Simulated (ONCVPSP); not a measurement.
Before and after: ONCV potential for Gd

- Element: gadolinium (Gd)
- Generator: ONCVPSP 4.0.1
- Type: optimised norm-conserving Vanderbilt (ONCV)
- Functional: PBE
- Relativity: scalar-relativistic
- Frozen core: [Kr]
- Valence charge: 28
- Reference configuration: 4d10 4f7 5s2 5p6 5d1.5 6s1.5
- Partial waves: 5s+6s: rc 2.05 bohr, ncon 5, nbas 8, qcut 6.1 1/bohr, 2 projectors; 5p: rc 2.15 bohr, ncon 4, nbas 8, qcut 5.7 1/bohr, 2 projectors, debl 1.3 Ha; 4d+5d: rc 1.15 bohr, ncon 4, nbas 9, qcut 12 1/bohr, 2 projectors; 4f: rc 1.15 bohr, ncon 3, nbas 7, qcut 14.2 1/bohr, 2 projectors, debl 3.8 Ha
- Local potential: polynomial inside 0.90 bohr (lpopt 3, dvloc0 0 Ha)
- Core correction: none

All-electron outer shells of the reference configuration (PBE, scalar-relativistic, ld1.x):

| shell | level (eV) | outermost node (bohr) | outermost maximum (bohr) |
| --- | --- | --- | --- |
| 4p | -275.63 | 0.29 | 0.54 |
| 4d | -146.95 | 0.27 | 0.56 |
| 5s | -48.96 | 0.65 | 1.20 |
| 5p | -26.54 | 0.70 | 1.35 |
| 4f | -7.93 | – | 0.56 |
| 6s | -3.88 | 1.61 | 3.42 |
| 5d | -2.10 | 0.79 | 2.00 |

Change: d: qcut 17.5.

Cutoffs: the cutoffs (Ha) at which the residual kinetic energy of the hardest occupied pseudo-wave falls to 1 and 0.1 mHa per electron; they do not see the model core or the augmentation charge, which bear on the density cutoff. Errors are all-electron minus pseudo energies relative to the spin-unpolarised reference configuration.

Task: How do hardness, ghosts and transferability respond?

Result: The potential gets harder (87 Ha and 96 Ha → 96 Ha and 110 Ha); both files keep a bound ghost (s); of the 4 tests that both files solve, the error grows in 1 and shrinks in 0 by more than 15 % and 0.3 meV (median size 2.0 → 2.0 meV). The waves are optimised to have the least kinetic energy above qcut, so the cutoff follows it (qcut²/2 in Ha).

| quantity | base | changed |
| --- | --- | --- |
| cutoff, loose | 87 Ha | 96 Ha |
| cutoff, tight | 96 Ha | 110 Ha |
| loose cutoff by channel | s 15 Ha, p 7.5 Ha, d 66 Ha, f 87 Ha | s 15 Ha, p 7.5 Ha, d 96 Ha, f 87 Ha |
| bound ghosts | s | s |
| GHOST(+) flags under 300 eV | p at 60.6 eV | p at 60.6 eV |
| error for 4d10 4f7 5s2 5p6 5d1 6s2, meV [ΔE -0.84 eV] | +1.5 | +1.4 |
| error for 4d10 4f7 5s2 5p6 5d1 6s1, meV [ΔE 5.80 eV] | +0.1 | +0.1 |
| error for 4d10 4f7 5s2 5p6 5d1 6s0, meV [ΔE 17.90 eV] | -2.6 | -2.6 |
| error for 4d9 4f7 5s2 5p6 5d1 6s2, meV [ΔE 155.62 eV] | -67 | -283 |
| s: phases at 2.08 bohr within 0.05 rad from the reference energy up to (Ha; the scan ends near 5) | to the end of the scan | to the end of the scan |
| p: phases at 2.18 bohr within 0.05 rad from the reference energy up to (Ha; the scan ends near 5) | 1.6 | 1.6 |
| d: phases at 1.17 bohr within 0.05 rad from the reference energy up to (Ha; the scan ends near 5) | to the end of the scan | to the end of the scan |
| f: phases at 1.17 bohr within 0.05 rad from the reference energy up to (Ha; the scan ends near 5) | to the end of the scan | to the end of the scan |

 A true bound ghost makes a file unfit for plane-wave use even where its test errors are small: the radial tests pick states by their node count and pass the ghost by.
